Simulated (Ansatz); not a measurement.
Problem. Name a neutral molecule of C, F, Si and H with LUMO energy (ωB97M-V/def2-TZVPP) between 1.85 and 2.15 eV and HOMO–LUMO gap (B3LYP/def2-TZVPP) between 8.65 and 8.95 eV (Ansatz, PBE0-D4/def2-TZVP geometry).

Solution. `FC[SiH](F)F` (1.95 eV, 8.75 eV); `FC[SiH3]` (2.03 eV, 8.76 eV). Other molecules can fit too; these were computed, each in one conformer that needn't be the lowest.

B3LYP here is the variant with VWN-RPA as its local correlation; programs differ in this.
